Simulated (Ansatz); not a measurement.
A search over several starts for the lowest SCF solution of the cluster Na4H4 at the given spin, in a small basis.

```yaml
crystal:
  periodic: [false, false, false]
  atoms:
    - {symbol: Na, position_ang: [1.615466, 0.939380, 0.275379]}
    - {symbol: Na, position_ang: [-1.414361, 0.916966, 0.851451]}
    - {symbol: Na, position_ang: [-0.351489, -0.118997, -1.851773]}
    - {symbol: Na, position_ang: [0.149806, -1.737798, 0.724741]}
    - {symbol: H, position_ang: [1.470580, -0.953657, -0.883719]}
    - {symbol: H, position_ang: [-1.679529, -0.975532, -0.286680]}
    - {symbol: H, position_ang: [0.365677, 0.123728, 1.924954]}
    - {symbol: H, position_ang: [-0.156151, 1.805899, -0.754363]}
basis:
  gaussian: {orbitals: def2-SVP}
magnetization: {spin_polarized: true, initial_magnetization: 0}
hamiltonian: {xc: pbe0, dispersion: d4}
output: {orbitals: {seedname: orbitals}}
```

```sh
$ ansatz run in.yaml --threads 4 --pin off --events-out ev --progress --plain --max-ram 3916MiB
```

It prints (some lines left out):

```
Functional definition: PBE0
744 factors; integrals over basis functions are off by at most 5.0e-4 eV
mean field evaluation 1: about -17709.8234 eV, gradient 1.4e1 eV
mean field evaluation 2: about -17711.5795 eV, gradient 5.8e0 eV
mean field evaluation 4: about -17712.0154 eV, gradient 3.7e-1 eV
mean field evaluation 8: about -17712.0842 eV, gradient 2.3e-3 eV
mean field -17712.08423466 eV, -650.9070899419 hartree, gradient 3.3e-5 eV, S^2 0.000000; 0 other end points of the search recorded, 0 dependent functions left out
reference -17712.08427474 eV, -650.9070914147 hartree; 24, 24 occupied and 56, 56 virtual orbitals, 744 factors
Total energy: -17712.20391172 eV, -650.9114879928 hartree
```

Run time 2.1 s (4 threads of Arm Neoverse V2 on a shared host).

The structure comes from a short search, and lower isomers may exist.
